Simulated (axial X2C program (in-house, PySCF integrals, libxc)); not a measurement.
Density and ELF of AsP

Calculated with an in-house all-electron X2C program for linear molecules (integrals from PySCF). Two-component (2c) means X2C with spin–orbit coupling and atomic mean-field two-electron Coulomb and Gaunt terms. Basis: As dyall-cv3z [9s9p6d4f1g], P dyall-v3z [8s7p2d1f] (cores contracted in-house); Gaussian nuclei, density fitting, unrestricted open shells. Masses: As 74.922 u, P 30.974 u.

PBE0, with spin–orbit coupling, state Ω = 0 (closed shell); As at z = 0, P at z = 1.992 Å.

The maps cover the half plane through the axis: z from -2.4 to 4.2 Å along the bond, ρ from 0.15 to 2.25 Å away from it.

log10 of the density in e/bohr³:

```
 ρ\z  -2.4  -1.8  -1.2  -0.6   0.0   0.6   1.2   1.8   2.4   3.0   3.6   4.2
0.15  -3.2  -2.3  -1.4  -0.5   1.4  -0.5  -0.8   0.7  -0.3  -1.2  -2.0  -3.0
0.45  -3.3  -2.4  -1.5  -0.8   0.2  -0.8  -0.9  -0.6  -0.8  -1.3  -2.1  -3.0
0.75  -3.4  -2.5  -1.7  -1.1  -0.9  -1.1  -1.1  -1.0  -1.1  -1.6  -2.3  -3.2
1.05  -3.5  -2.7  -2.0  -1.5  -1.3  -1.4  -1.4  -1.3  -1.4  -1.9  -2.5  -3.3
1.35  -3.8  -3.0  -2.3  -1.9  -1.7  -1.7  -1.8  -1.7  -1.8  -2.2  -2.8  -3.6
1.65  -4.0  -3.3  -2.7  -2.3  -2.1  -2.1  -2.1  -2.1  -2.3  -2.6  -3.1  -3.8
1.95  -4.3  -3.6  -3.1  -2.7  -2.5  -2.5  -2.5  -2.5  -2.7  -3.0  -3.5  -4.1
2.25  -4.5  -4.0  -3.5  -3.1  -3.0  -2.9  -2.9  -3.0  -3.1  -3.4  -3.8  -4.4
```

Electron localisation function (collinear form, no current term, damped to 0 at low density):

```
 ρ\z  -2.4  -1.8  -1.2  -0.6   0.0   0.6   1.2   1.8   2.4   3.0   3.6   4.2
0.15  0.22  0.81  0.90  0.22  0.24  0.17  0.72  0.87  0.25  0.96  0.89  0.42
0.45  0.17  0.77  0.90  0.27  0.57  0.20  0.78  0.11  0.13  0.95  0.87  0.36
0.75  0.10  0.69  0.88  0.63  0.20  0.49  0.79  0.49  0.81  0.93  0.80  0.23
1.05  0.04  0.53  0.81  0.80  0.56  0.65  0.74  0.74  0.86  0.86  0.66  0.11
1.35  0.01  0.30  0.66  0.74  0.64  0.62  0.66  0.66  0.75  0.71  0.42  0.04
1.65  0.00  0.11  0.41  0.54  0.51  0.51  0.55  0.51  0.53  0.46  0.17  0.01
1.95  0.00  0.02  0.17  0.31  0.34  0.38  0.41  0.34  0.30  0.20  0.04  0.00
2.25  0.00  0.00  0.04  0.12  0.18  0.22  0.24  0.18  0.12  0.05  0.01  0.00
```

The state is one determinant whose occupation by symmetry is held fixed; it was picked as the lowest of a PBE0 search that is not exhaustive.
